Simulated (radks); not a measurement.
Sr1.9+, configuration [Ar] 3d10 4s2 4p(1/2: 2, 3/2: 3.1) 5s1 (fractional occupations, a model configuration). Method: Dirac Kohn-Sham, PBE, spin-unpolarised, spherical densities, point nucleus; computed with a radial shooting solver on a logarithmic mesh with Libxc functionals.

Unscreened Slater integrals over Kohn-Sham orbitals (hartree). Large and small components are both included.

integral,value
"F0(5s1/2,5s1/2)",0.26345
"F0(5s1/2,4p3/2)",0.32593
"G1(5s1/2,4p3/2)",0.028340
"F0(5s1/2,4p1/2)",0.32677
"G1(5s1/2,4p1/2)",0.027272
"F0(5s1/2,4s1/2)",0.33130
"G0(5s1/2,4s1/2)",0.017483
"F0(4p3/2,4p3/2)",0.59244
"F2(4p3/2,4p3/2)",0.31247
"F0(4p3/2,4p1/2)",0.59814
"G2(4p3/2,4p1/2)",0.31508
"F0(4p3/2,4s1/2)",0.62921
"G1(4p3/2,4s1/2)",0.42323
"F0(4p1/2,4p1/2)",0.60405
"F0(4p1/2,4s1/2)",0.63629
"G1(4p1/2,4s1/2)",0.43173
"F0(4s1/2,4s1/2)",0.67501
